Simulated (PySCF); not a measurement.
Potential energy of GeCl⁻ along the bond

Set-up: Ge aug-cc-pVDZ-PP with ECP10, Cl aug-cc-pV(D+d)Z; scalar-relativistic core potentials (PySCF 2.14). Energies in eV from Ge + Cl⁻ in their ground configurations at the same level. All curves are PBE0. state 1: ³Σ⁻ (triplet), unpaired electrons π ↑↑; state 2: Ms = 0 determinant of mixed spin (⟨S²⟩ near 1.0), unpaired electrons π ↑↓, a mixture of terms (⟨Lz²⟩ = 2.0), a second solution, started from another occupation; state 3: singlet, one real π or δ orbital doubly filled, a mixture of terms (⟨Lz²⟩ = 2.0), a second solution, started from another occupation.

```csv
R (Å),state 1,state 2,state 3
2.055,-1.295,-1.056,-0.3927
2.151,-1.621,-1.374,-0.6869
2.247,-1.791,-1.538,-0.8284
2.318,-1.848,-1.591,-0.8648
2.390,-1.861,-1.599,-0.8587
2.462,-1.842,-1.576,-0.8216
2.557,-1.782,-1.511,-0.7391
2.677,-1.671,-1.395,-0.6038
2.820,-1.514,-1.232,-0.4204
3.011,-1.296,-1.007,-0.1735
```

Problem. Put a parabola through the three lowest points of the state 1 curve and estimate Re, k and ωe (reduced mass 23.74 u; 1 eV/Å² = 0.16022 mdyn/Å; ωe = 1302.8·√(k/μ) cm⁻¹).

Solution. Through R = 2.318, 2.39, 2.462 Å the second-order coefficient is 3.09 eV/Å², so Re ≈ 2.383 Å, k ≈ 0.989 mdyn/Å and ωe ≈ 266 cm⁻¹. A polynomial fit of higher order to the unrounded PBE0 energies gives Re = 2.380 Å, k = 1.04 mdyn/Å, ωe = 273 cm⁻¹; anharmonicity and rounding make the difference.

The higher-order fit for each curve: state 1: Re = 2.380 Å, ωe = 273 cm⁻¹, De = 1.86 eV; state 2: Re = 2.371 Å, ωe = 277 cm⁻¹, minimum 1.60 eV below the ground-state fragments; state 3: Re = 2.341 Å, ωe = 292 cm⁻¹, minimum 0.87 eV below the ground-state fragments.

Spin–orbit coupling is left out. For an ion De counts to the pair picked by the measured ionisation energies or electron affinities, which need not be the lowest pair at this level. The highest Kohn–Sham level is positive in this anion. Much of that is self-interaction error, but it also means that the finite basis helps to hold the extra electron. The state is the lowest determinant that a PBE0 search found; another state may lie lower at other levels.
